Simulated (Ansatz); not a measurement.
Coupled-cluster diagnostics for [Se4]2+ (Se₄²⁺), Ansatz.

Geometry of the singlet (r2SCAN-D4/def2-SVP):

```csv
atom,x (Å),y (Å),z (Å)
Se1,0.217,1.286,-1.003
Se2,-0.475,1.020,1.205
Se3,-0.217,-1.286,1.003
Se4,0.475,-1.020,-1.205
```

Correlated methods freeze 36 core orbitals; core or outer-core shells of Se are correlated, in sets that lack core-valence functions.

(1) Estimate the CCSD(T) correlation energy, the shares of MP2 and (T), T1 and the reference's ⟨S²⟩ for: charge 2, singlet, own geometry in def2-SVP; charge 3, doublet, vertical in def2-SVP; and the rough time on 2 threads of Intel Xeon Platinum 8259CL on a shared host.

## Answers

(1) 
| state | basis | correlation (eV) | MP2 share (%) | (T) share (%) | T1 | ⟨S²⟩ (pure) | wall time | remarks |
| --- | --- | --- | --- | --- | --- | --- | --- | --- |
| charge 2, singlet, own geometry | def2-SVP | -26.685 | 98.2 | 4.4 | 0.010 | 0.00 (0.00) | 41 s | restricted SCF unstable |
| charge 3, doublet, vertical | def2-SVP | -25.225 | 92.9 | 4.3 | 0.047 | 1.52 (0.75) | 3 min | large T1, spin-contaminated |
Customary marks for T1 are 0.02 (closed shells), 0.045 (open shells) and about 0.05 (3d metals). T1 exceeds 0.02 in 1 of 2 rows and 0.045 in 1; the higher it lies, the less the single-reference result can be trusted.
